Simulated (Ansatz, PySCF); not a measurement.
Reaction (SMILES): C[SiH](C)[SiH2]Cl -> C[Si](C)[SiH2]Cl + H atom (the H-Si bond at the site shown breaks; other sites are not compared here)
Structures are relaxed separately at B3LYP-D3(BJ)/def2-TZVP in Ansatz (a program for electronic structure), one conformer each, not searched for the lowest.

Wanted: bond dissociation energy (0 K, with B3LYP-D3(BJ) harmonic zero-point energies from PySCF), in kJ/mol. Correlated levels leave the core frozen unless marked. Open shells are spin-unrestricted. Spin-orbit coupling is left out. No relativistic terms. CBS(X,Y): correlation extrapolated as X^-3; Hartree-Fock from the larger set.

```csv
level,program,bond dissociation energy (kJ/mol),minus last row
BLYP-D3(BJ)/def2-TZVPD,Ansatz + dftd3,358.0,-18.4
HSE06-D4/def2-TZVPD,Ansatz + dftd4,353.7,-22.7
PBE-QIDH/def2-TZVPD,Ansatz,359.3,-17.1
MP2/6-31G,Ansatz,297.8,-78.6
MP2/6-31G*,Ansatz,326.6,-49.8
SCS-MP2/6-31G*,Ansatz,333.5,-42.9
"CCSD(T)/CBS(cc-pV(T+d)Z,cc-pV(Q+d)Z)",Ansatz,376.4,0.0
```
